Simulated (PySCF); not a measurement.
A run for PySCF: R-M06-2X/6-31G* on FH4NSi (SMILES N[SiH2]F), a point of a torsion scan.

```python
from pyscf import gto, scf, dft, mp
from pyscf.data.elements import chemcore

mol = gto.M(
    atom='''
    N     1.02221956   -0.13671452   -0.16615693
    Si   -0.65194767    0.08969381    0.09866763
    F    -1.18738045    0.89150012   -1.18838767
    H     1.50693685   -0.93324779    0.20554565
    H     1.64248450    0.64475354   -0.29320412
    H    -1.02740058    0.95040943    1.21430884
    H    -1.27640279   -1.22010842    0.08171468
    ''',
    basis='6-31g*',
    cart=True,
    charge=0, spin=0, verbose=3, max_memory=1800)
mf = dft.RKS(mol, xc='m062x')
mf.conv_tol = 1e-8
mf.max_cycle = 100
mf.kernel()
if not mf.converged:
    mf = mf.newton().run(mf.mo_coeff, mf.mo_occ)
```

What total energy does the run end on?

-446.4596 hartree.
